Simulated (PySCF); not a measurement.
## Polarisability and C₆ of I (iodine, neutral)

[Kr] 4d10 5s2 5p5, 2P determinant. All numbers are calculated (PySCF 2.14, the spin-free X2C one-electron Hamiltonian (Gaussian nucleus), in x2c-QZVPPall with one added diffuse shell each of s, p, d, f type (14s10p8d5f1g, 128 functions)). Coupled (time-dependent) response in atomic units; α is the mean over directions.

| method | mean α (bohr³) | α xx, yy, zz | C₆ (like pair) | S(−4) |
| --- | --- | --- | --- | --- |
| UHF | 31.88 | 29.54, 33.06, 33.06 | 345.4 | 199.5 |
| PBE | 34.60 | 31.56, 36.11, 36.11 | 378.1 | 261.8 |

S(−4) is the Cauchy moment in α(ω) = α(0) + S(−4) ω² + …

Reference α: 32.9 ± 1.3 bohr³ (recommended; Schwerdtfeger and Nagle, table of static dipole polarizabilities (2023 update)). Published C₆: 385.0 (Chu and Dalgarno (2004); Tang, Norbeck and Certain (1976)).

Spin-orbit coupling is absent.

α(iu) at PBE:

| u (hartree) | α(iu) (bohr³) |
| --- | --- |
| 0 | 34.60 |
| 0.0500 | 33.96 |
| 0.100 | 32.23 |
| 0.200 | 27.12 |
| 0.300 | 21.93 |
| 0.500 | 14.31 |
| 0.750 | 9.030 |
| 1.00 | 6.216 |
| 1.50 | 3.560 |
| 2.00 | 2.384 |
| 3.00 | 1.348 |
| 5.00 | 0.6319 |

A single London oscillator, α(iu) = α/(1 + u²/ω²), gives C₆ = (3/4) ω α². Matching the computed C₆ needs ω = 4 × 378.1 / (3 × 34.60²) = 0.421 hartree.

The components differ because the open shell of this determinant is not spherical; for a pure term their mean is the scalar polarisability.
